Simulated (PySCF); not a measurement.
# Ionisation energy of Mg⁺ by level of theory

Mg⁺ [Ne] 3s1 (2S) → Mg²⁺ [Ne] (1S), as a difference of total energies. All numbers are calculated (PySCF 2.14, the spin-free X2C one-electron Hamiltonian (Gaussian nucleus), in aug-cc-pVDZ-DK (5s4p2d, 27 functions)). The calculations carry no spin-orbit coupling.

| method | ionisation energy (eV) |
| --- | --- |
| UHF | 14.735 |
| PBE | 15.298 |
| B3LYP | 15.443 |

For comparison: 15.035 eV (measured; NIST Atomic Spectra Database, ionization energies).
